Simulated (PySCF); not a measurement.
## Radial density of Ne³⁺ (neon, charge +3)

UHF, [He] 2s2 2p3, high-spin 4S determinant. All numbers are calculated (PySCF 2.14, no relativity, point nucleus, in def2-TZVP).

| r (bohr) | 4πr²ρ (e/bohr) | 4πr²(ρα − ρβ) |
| --- | --- | --- |
| 0.00213 | 0.03442 | 0.0000 |
| 0.00359 | 0.09487 | 0.0000 |
| 0.00604 | 0.2550 | 0.0000 |
| 0.0102 | 0.6652 | 0.0001 |
| 0.0171 | 1.638 | 0.0006 |
| 0.0287 | 3.678 | 0.0029 |
| 0.0483 | 7.050 | 0.0160 |
| 0.0813 | 10.43 | 0.0851 |
| 0.137 | 10.14 | 0.3803 |
| 0.230 | 5.851 | 1.3524 |
| 0.387 | 4.993 | 3.1410 |
| 0.651 | 6.310 | 3.6596 |
| 1.09 | 2.713 | 1.4505 |
| 1.84 | 0.2112 | 0.1163 |
| 3.10 | 0.0006251 | 0.0002 |
